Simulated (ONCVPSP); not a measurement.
# molybdenum (Mo): ONCV pseudisation with LDA (Perdew-Zunger), fully relativistic reference atom.

| Item | Value |
| --- | --- |
| Element | molybdenum |
| Generator | ONCVPSP 4.0.1 |
| Type | optimised norm-conserving Vanderbilt (ONCV) |
| Functional | LDA (Perdew-Zunger) |
| Relativity | fully relativistic |
| Frozen core | [Ar] 3d10 4s2 |
| Valence charge | 12 |
| Reference configuration | 4p6 4d5 5s1 |
| Partial waves | 5s: rc 3.15 bohr, ncon 3, nbas 8, qcut 1.7 1/bohr, 2 projectors, debl 1.9 Ha; 4p: rc 1.65 bohr, ncon 5, nbas 9, qcut 7 1/bohr, 2 projectors, debl 0.6 Ha; 4d: rc 2.45 bohr, ncon 4, nbas 9, qcut 5.8 1/bohr, 2 projectors, debl 0.5 Ha; f scattering state at 0.03 Ha: rc 2.65 bohr, ncon 3, nbas 7, qcut 4.2 1/bohr, 2 projectors, debl 2.8 Ha |
| Local potential | polynomial inside 1.20 bohr (lpopt 5, dvloc0 4 Ha) |
| Core correction | Teter function, fcfact 4.25, rcfact 1.3 |

Open shells are filled in proportion to 2j + 1.

In the p channel the program set the typed energies aside and used -1.388, 0.250 Ha (j = l + 1/2; the other j can differ).

Poles of the logarithmic derivatives, all-electron (AE) and pseudo (PS). s: poles at 0.5, 3.4 (AE) and -1.0, 0.5, 2.7, 4.7 (PS) Ha. p3/2: poles at -0.5 (AE) and -0.5 (PS) Ha. p1/2: poles at -0.6 (AE) and -0.6 (PS) Ha. d5/2: poles at 0.2, 3.5 (AE) and 0.2, 4.2 (PS) Ha. d3/2: poles at 0.2, 3.5 (AE) and 0.2, 4.4 (PS) Ha. f7/2: poles at 1.5, 4.1 (AE) and 1.7, 4.8 (PS) Ha. f5/2: poles at 1.5, 4.1 (AE) and 1.7, 4.8 (PS) Ha. Test radii: s 3.20, p3/2 1.68, p1/2 1.68, d5/2 2.49, d3/2 2.49, f7/2 2.69, f5/2 2.69 bohr.

- Cutoffs needed: 19 Ha and 31 Ha (the cutoffs (Ha) at which the residual kinetic energy of the hardest occupied pseudo-wave falls to 1 and 0.1 mHa per electron)
- Ghost test: ghosts flagged at negative energy: s at -27.7 eV, f7/2 at -2001.8 eV, d3/2 at -371.2 eV, f5/2 at -1857.2 eV; GHOST(+) flagged for s at 77.8 eV; a true bound ghost makes a file unfit for plane-wave use
- Largest excitation error: -53 meV (all-electron minus pseudo) for 4p6 4d3 5s0, out of 4 test configurations
- rms error of d²Exc/dni dnj: 7.07 mHa without and 5.14 mHa with the model core
